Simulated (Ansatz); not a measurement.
Reaction (cleavage of the In–Si bond): `C#[C][In]([SiH3])[Cl]` + H–F → `C#[C][In]([F])[Cl]` + SiH₄

Calculated with Ansatz (gas phase, PBE0-D4/def2-TZVP geometries, no zero-point term in ΔE). CBS: MP2 limit from def2 TZ/QZ plus the TZ coupled-cluster correction, frozen cores. This one scheme is used for every species. Functionals use def2-TZVPP. Elements past krypton have def2 core potentials. For In outer-core shells are correlated without core-valence functions, which leaves a few kJ/mol of doubt a bond.

| species | r2SCAN0-D4 energy (Eh) |
| --- | --- |
| `C#[C][In]([SiH3])[Cl]` | -1018.39763 |
| H–F | -100.43391 |
| `C#[C][In]([F])[Cl]` | -826.98237 |
| SiH₄ | -291.85203 |

(1) Work out ΔE.

Largest T1 diagnostic among the species: 0.015.

Answers

(1) ΔE = (-826.98237) + (-291.85203) − (-1018.39763) − (-100.43391) = -0.00286 Eh = -1.8 kcal/mol. CCSD(T)/CBS gives -2.4 kcal/mol.

In def2-TZVPP, CCSD(T) changes the Hartree–Fock value by +5.7 kcal/mol (the triples alone add +0.2 kcal/mol) and MP2 by +6.6 kcal/mol. The D4 term adds +1.5 kcal/mol with B3LYP and +0.9 kcal/mol with PBE0; it sums over pairs of atoms, weighted by their polarisabilities, and B3LYP, whose exchange is more repulsive, gets the larger term.

B3LYP here is the variant with VWN-RPA as its local correlation; programs differ in this.
